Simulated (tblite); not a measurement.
Compound: C6H9OS (doublet state).
SMILES with atom numbers: `[O:1]=[CH:2][CH2:3]/[CH:4]=[CH:5]\[CH2:6][CH2:7][S:8]` (hydrogens: H9 on C2; H10, H11 on C3; H12 on C4; H13 on C5; H14, H15 on C6; H16, H17 on C7)

The geometry is computed with GFN2-xTB (gas phase). This method treats the open shell by occupation alone, without spin polarisation.

Task: Give the optimised bond lengths and angles.

Result: 
```csv
bond,length (bohr)
O1=C2,2.258
C2–C3,2.850
C3–C4,2.837
C4=C5,2.503
C5–C6,2.829
C6–C7,2.890
C7–S8,3.411
C2–H9,2.105
"C3–H10, C3–H11",2.063
C4–H12,2.043
C5–H13,2.046
"C6–H14, C6–H15",2.064
"C7–H16, C7–H17",2.062
```

Bonds in one row agree within 0.02 bohr and their mean is given. A selection of angles:
```csv
angle,degrees
O1–C2–C3,125.6
C2–C3–C4,109.7
C3–C4–C5,126.5
C4–C5–C6,127.3
C5–C6–C7,111.1
C6–C7–S8,112.7
```

Torsions: O1–C2–C3–C4 127° (anticlinal); C2–C3–C4–C5 88° (synclinal); C3–C4–C5–C6 1° (synperiplanar); C4–C5–C6–C7 -115° (anticlinal); C5–C6–C7–S8 68° (synclinal). The mirror-image conformer, all signs reversed, is as good.

C2 (carbon bonded to C, O and H) is planar (angles 125.6°, 121.8° and 112.6°, sum 360.0°, 0.01 Å off the plane of its three neighbours). C4 (carbon bonded to 2 C and H) is planar (angles 126.5°, 119.0° and 114.5°, sum 360.0°, 0.01 Å off the plane of its three neighbours). C5 (carbon bonded to 2 C and H) is planar (angles 127.3°, 118.6° and 114.1°, sum 360.0°, 0.00 Å off the plane of its three neighbours). The 5 C–C bonds span 1.325 Å (C4=C5, drawn double) to 1.529 Å (C6–C7, drawn single), a spread of 0.204 Å. Of the pairs four or more bonds apart, S8···H9 is among the closest relative to their van der Waals radii: 2.37 Å, 79 % of the sum of Bondi's values.

Point group: C1 (no symmetry element, even within 0.4 Å). Its GFN2-xTB frequencies are all real (lowest 24 cm⁻¹).
